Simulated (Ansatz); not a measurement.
CH4 (SMILES C), charge 0, multiplicity 1, relaxed at each level with Ansatz (a first-principles code); harmonic frequencies from differences of analytic forces, average atomic masses, frozen cores.

Task: Give the equilibrium geometry, the harmonic frequencies and the zero-point energy at HF/def2-TZVPP.

Result: 
(charge 0, multiplicity 1):
```xyz
5

C      0.000     0.000     0.000
H     -0.705    -0.272    -0.774
H      0.125     1.075     0.013
H     -0.373    -0.331     0.960
H      0.953    -0.472    -0.199
```
Frequencies (cm⁻¹): 1454, 1454, 1454, 1666, 1666, 3151, 3249, 3249, 3250. Zero-point energy 29.44 kcal/mol.

Task: Give the equilibrium geometry, the harmonic frequencies and the zero-point energy at CCSD(T)/cc-pVTZ.

Result: 
(charge 0, multiplicity 1):
```xyz
5

C      0.000     0.000     0.000
H     -0.710    -0.273    -0.779
H      0.126     1.082     0.013
H     -0.376    -0.333     0.966
H      0.959    -0.475    -0.200
```
Frequencies (cm⁻¹): 1344, 1344, 1344, 1571, 1571, 3034, 3153, 3153, 3153. Zero-point energy 28.12 kcal/mol.
